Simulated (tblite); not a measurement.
Compound: C5H14N2OSi.
Atom-mapped SMILES: `[CH3:1][N:2]([CH3:3])[C@@H:4]1[CH2:5][NH:6][Si@H:7]([OH:8])[CH2:9]1` (hydrogens: H10, H11, H12 on C1; H13, H14, H15 on C3; H16 on C4; H17, H18 on C5; H19 on N6; H20 on Si7; H21 on O8; H22, H23 on C9)

Cartesian coordinates in Å at the GFN2-xTB level; atoms count from 1:
```xyz
23
C5H14N2OSi angstrom
C      2.207   -1.102   -0.109
N      1.473    0.149   -0.103
C      1.950    1.000   -1.177
C      0.030   -0.057   -0.176
C     -0.717    1.286   -0.062
N     -2.035    1.041    0.485
Si    -2.360   -0.580    0.929
O     -3.224   -0.724    2.299
C     -0.503   -0.961    0.934
H      3.273   -0.883   -0.079
H      1.955   -1.685    0.773
H      2.002   -1.709   -1.006
H      3.030    1.110   -1.085
H      1.726    0.587   -2.174
H      1.501    1.986   -1.099
H     -0.248   -0.517   -1.146
H     -0.789    1.773   -1.040
H     -0.155    1.945    0.613
H     -2.713    1.753    0.276
H     -3.158   -1.424    0.044
H     -2.952   -0.278    3.097
H     -0.266   -2.002    0.736
H     -0.031   -0.682    1.877
```

All values are computed: GFN2-xTB (tblite) harmonic vibrations without scaling, gas phase. Errors from tens to a few hundred cm⁻¹ against measured bands are possible. Modes of hydrogen on silicon can be 10 to 20 % off. One conformer, not necessarily the lowest.

Harmonic wavenumbers (cm⁻¹): 61.4, 83.0, 139.6, 161.2, 193.2, 212.8, 254.3, 261.0, 304.7, 325.3, 333.6, 377.7, 430.0, 459.8, 491.5, 558.9, 603.3, 699.1, 767.2, 806.7, 824.4, 851.8, 874.5, 937.3, 944.2, 984.9, 1032.9, 1060.3, 1074.2, 1101.8, 1123.9, 1156.0, 1162.7, 1204.0, 1218.0, 1233.9, 1252.1, 1267.6, 1317.6, 1337.2, 1364.0, 1409.9, 1424.6, 1480.5, 1488.7, 1492.3, 1497.1, 1503.1, 1514.5, 2278.0, 2739.6, 2831.4, 2842.4, 2882.0, 2920.9, 2984.7, 3007.9, 3014.2, 3022.9, 3039.9, 3041.0, 3487.1, 3660.1.

A = 3168, B = 771.1, C = 657.4 MHz; mass 146.088 u (most abundant isotopes); point group C1, symmetry number 1.

Task: Zero-point energy?

Result: Half the sum of the wavenumbers: 42205 cm⁻¹ = 504.89 kJ/mol.

Task: Give the ideal-gas entropy at 200 K and 1 bar in the rigid-rotor, harmonic-oscillator model (classical rotation).

Result: Translation 162.72, rotation 119.21, vibration 82.56: S = 364.5 J/(mol K).

Task: And Cp and H(200 K) − H(0)?

Result: Cp = 136.16 J/(mol K), of which vibrations give 102.91 (their classical limit is 63 R = 523.8); H(200 K) − H(0) = 16.37 kJ/mol without the zero-point energy, 9.71 from vibrations.

Task: Which modes carry the vibrational entropy at 200 K?

Result: 61.4 cm⁻¹: 15.18; 83.0 cm⁻¹: 12.72; 139.6 cm⁻¹: 8.62; 161.2 cm⁻¹: 7.53; 193.2 cm⁻¹: 6.22; 212.8 cm⁻¹: 5.54 J/(mol K); the other 57 give 26.75 together.

Task: What must be added to the electronic energy to get the Gibbs energy at 200 K and 1 bar?

Result: ZPE + [H(200 K) − H(0)] − T·S = 504.89 + 16.37 − 72.90 = 448.36 kJ/mol.

Task: Blend soft modes into free rotors: weight 1/[1 + (100 cm⁻¹/ν̃)⁴] for the oscillator and the rest for a rotor with moment μB/(μ + B), μ = h/(8π²ν), B = 10⁻⁴⁴ kg m². What vibrational entropy results?

Result: 79.44 J/(mol K) in place of 82.56, which changes −T·S at 200 K by +0.62 kJ/mol.

Hindered rotation and anharmonicity are outside this model. Other conformers, if any are populated, would add a mixing term that is left out. The structure is chiral; the term R ln 2 for an equal mix with its mirror image is left out.
